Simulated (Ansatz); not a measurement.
Cost and result up the ladder for SnH2MeI (CH₅ISn) (8 atoms). Total charge 0; singlet. Geometry: PBE0-D4/def2-SVP.

```
atom    x (Å)    y (Å)    z (Å)
 Sn1   0.4731   0.8139  -0.1710
  H2  -0.3560   2.2710   0.1770
  H3   1.3148   0.9160  -1.6586
  C4  -0.7877  -0.9133  -0.0424
  H5  -1.6066  -0.8329  -0.7719
  H6  -1.2054  -0.9838   0.9708
  H7  -0.1955  -1.8138  -0.2540
  I8   2.3633   0.5429   1.7501
```

Ansatz on 4 threads of Arm Neoverse V2 on a shared host. Times are rough, and most runs start from the orbitals of an earlier one. CAM-B3LYP-D4/def2-TZVP serves as the yardstick here, not as an exact answer. Differences are given only for rows in sets of like size (and for xTB, whose basis is part of the method), since another set adds its own error. Binding counts from free atoms at the same level (Sn triplet, H doublet, C triplet, I doublet; other spins of the atoms weren't run), without zero-point energy or a counterpoise term.

In the def2 sets I, Sn take a core potential; there is no spin–orbit coupling. LC-ωPBE has ω = 0.4 bohr⁻¹. HSE06 is defined as in plane-wave codes, on full-range PBE exchange. Correlated methods freeze 9 core orbitals; core or outer-core shells of Sn, I are correlated, in sets that lack core-valence functions.

Correlated methods converge slowly with the basis.

```json
{"level": "PBE-D4/def2-TZVP", "functions": "161", "binding energy per atom (eV)": "3.01", "difference from CAM-B3LYP-D4/def2-TZVP (eV)": "0.01"}
{"level": "CAM-B3LYP-D4/def2-TZVP", "functions": "161", "binding energy per atom (eV)": "3.00", "difference from CAM-B3LYP-D4/def2-TZVP (eV)": "0.00"}
{"level": "CCSD(T)/def2-TZVPP", "functions": "201", "binding energy per atom (eV)": "2.96", "difference from CAM-B3LYP-D4/def2-TZVP (eV)": "-0.04"}
{"level": "LC-ωPBE/def2-TZVP", "functions": "161", "binding energy per atom (eV)": "2.97", "difference from CAM-B3LYP-D4/def2-TZVP (eV)": "-0.03"}
{"level": "r2SCANh-D4/def2-TZVP", "functions": "161", "binding energy per atom (eV)": "3.00", "difference from CAM-B3LYP-D4/def2-TZVP (eV)": "-0.01"}
{"level": "PBE0-D4/def2-TZVPD", "functions": "197", "binding energy per atom (eV)": "3.00", "difference from CAM-B3LYP-D4/def2-TZVP (eV)": "-0.01"}
{"level": "MP2/def2-TZVP", "functions": "161", "binding energy per atom (eV)": "2.89", "difference from CAM-B3LYP-D4/def2-TZVP (eV)": "-0.12"}
{"level": "HSE06-D4/def2-TZVP", "functions": "161", "binding energy per atom (eV)": "3.00", "difference from CAM-B3LYP-D4/def2-TZVP (eV)": "-0.01"}
{"level": "PBE0-D4/def2-SVP", "functions": "91", "binding energy per atom (eV)": "2.99", "difference from CAM-B3LYP-D4/def2-TZVP (eV)": "–"}
{"level": "LDA (SPW92)/def2-TZVP", "functions": "161", "binding energy per atom (eV)": "3.39", "difference from CAM-B3LYP-D4/def2-TZVP (eV)": "0.39"}
{"level": "PBE-D4/def2-TZVPD", "functions": "197", "binding energy per atom (eV)": "3.02", "difference from CAM-B3LYP-D4/def2-TZVP (eV)": "0.01"}
{"level": "PBE0-D4/def2-TZVP", "functions": "161", "binding energy per atom (eV)": "3.00", "difference from CAM-B3LYP-D4/def2-TZVP (eV)": "-0.01"}
{"level": "PBE-D4/def2-SVP", "functions": "91", "binding energy per atom (eV)": "3.01", "difference from CAM-B3LYP-D4/def2-TZVP (eV)": "–"}
{"level": "r2SCAN-D4/def2-TZVP (with forces)", "functions": "161", "binding energy per atom (eV)": "3.01", "difference from CAM-B3LYP-D4/def2-TZVP (eV)": "0.00"}
```

(1) Estimate how long each takes.

Answers

(1) PBE-D4/def2-SVP 0.7 s; LDA (SPW92)/def2-TZVP 0.85 s; PBE0-D4/def2-SVP 1.1 s; PBE-D4/def2-TZVP 1.3 s; LC-ωPBE/def2-TZVP 1.7 s; MP2/def2-TZVP 1.7 s; PBE0-D4/def2-TZVP 1.8 s; PBE-D4/def2-TZVPD 2 s; HSE06-D4/def2-TZVP 2.1 s; CAM-B3LYP-D4/def2-TZVP 2.1 s; PBE0-D4/def2-TZVPD 2.7 s; r2SCAN-D4/def2-TZVP (with forces) 3.2 s; r2SCANh-D4/def2-TZVP 3.2 s; CCSD(T)/def2-TZVPP 2 min. On shared hardware such times vary by a factor of up to 3.
